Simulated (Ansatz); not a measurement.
Ga₁₀As₉H₂₆⁻, a nanocrystal cut from wurtzite GaAs (hydrogen-capped). Charge -1, multiplicity 1. Geometry PBE-D4/def2-SVP, basis def2-TZVP, Ansatz.

```csv
atom,x (Å),y (Å),z (Å)
Ga1,-1.549,-0.170,-4.163
As2,-1.597,2.341,-3.636
Ga3,-1.282,-3.531,-2.123
As4,0.966,-4.253,-1.254
As5,-1.034,-1.054,-1.915
Ga6,1.190,-0.322,-1.142
Ga7,-1.142,3.253,-1.359
As8,0.992,2.168,-0.752
Ga9,1.739,-3.795,1.096
As10,1.749,-1.298,1.053
Ga11,4.021,-0.655,1.778
Ga12,1.538,3.018,1.502
As13,3.698,1.879,2.012
Ga14,-2.821,-0.391,-0.391
As15,-2.705,2.050,0.117
As16,-1.999,-1.387,1.760
Ga17,0.166,-0.653,2.794
Ga18,-2.472,2.668,2.537
As19,-0.133,1.823,2.861
H20,-0.335,-0.325,-5.171
H21,-3.047,-0.485,-4.581
H22,-0.688,3.134,-4.577
H23,-2.902,2.993,-4.098
H24,-1.394,-3.947,-3.651
H25,-2.318,-4.069,-1.045
H26,2.029,-3.711,-2.207
H27,1.187,-5.733,-1.583
H28,2.327,-0.548,-2.227
H29,-1.163,4.834,-1.291
H30,2.023,2.840,-1.662
H31,3.217,-4.349,1.262
H32,0.554,-4.321,2.016
H33,5.092,-0.798,0.618
H34,4.310,-1.127,3.265
H35,1.597,4.592,1.655
H36,4.759,2.659,1.233
H37,4.123,2.381,3.394
H38,-4.297,-0.857,-0.720
H39,-4.079,2.579,-0.298
H40,-1.853,-2.882,1.500
H41,-3.116,-1.465,2.801
H42,0.354,-1.266,4.242
H43,-2.490,4.247,2.684
H44,-3.446,1.731,3.372
H45,0.230,2.200,4.299
```

```json
{"run": "A", "HOMO (eV)": "-4.03", "LUMO (eV)": "1.19"}
{"run": "B", "HOMO (eV)": "-3.12", "LUMO (eV)": "0.49"}
{"run": "C", "HOMO (eV)": "-3.85", "LUMO (eV)": "1.04"}
{"run": "D", "HOMO (eV)": "-3.35", "LUMO (eV)": "0.64"}
```

B3LYP takes the VWN-RPA correlation. Single mean-field runs in def2-TZVP are fitted with def2-universal-jkfit.

Q: The runs used B3LYP, PBE, PBE0, r2SCAN. Estimate which is which.

A: A PBE0 (25 % exact exchange); B PBE (0 % exact exchange); C B3LYP (20 % exact exchange); D r2SCAN (0 % exact exchange). Exact exchange lowers occupied and raises empty levels; among semilocal functionals meta-GGAs tend to open the gap a little, and such runs are hard to tell apart. The gap grows from 3.61 eV (PBE) to 5.22 eV (PBE0).
